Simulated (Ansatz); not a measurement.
The same dimerisation along the group B, Al, In.

Isolated molecules relaxed with PBE0-D4/def2-TZVP in Ansatz; ΔE leaves out vibrations. CCSD(T)/CBS is the MP2 limit (def2-TZVPP, def2-QZVPP) plus CCSD(T) − MP2 in def2-TZVPP, frozen cores. This one scheme is used for every species. Elements past krypton have def2 core potentials. For In outer-core shells are correlated without core-valence functions, which leaves a few kJ/mol of doubt a bond.

Problem. Order these by ΔE at CCSD(T)/CBS, lowest first. (An estimate is asked.)
A. 2 `BN` → `[BH2-]1[NH2+][BH2-][NH2+]1`
B. 2 `[NH2][InH2]` → `[NH2+]1[InH2-][NH2+][InH2-]1`
C. 2 `[NH2][AlH2]` → `[NH2+]1[AlH2-][NH2+][AlH2-]1`

Solution. C (-248.9 kJ/mol), B (-236.6 kJ/mol), A (-80.5 kJ/mol).

Largest T1 diagnostic: 0.016, for `[NH2][InH2]`.
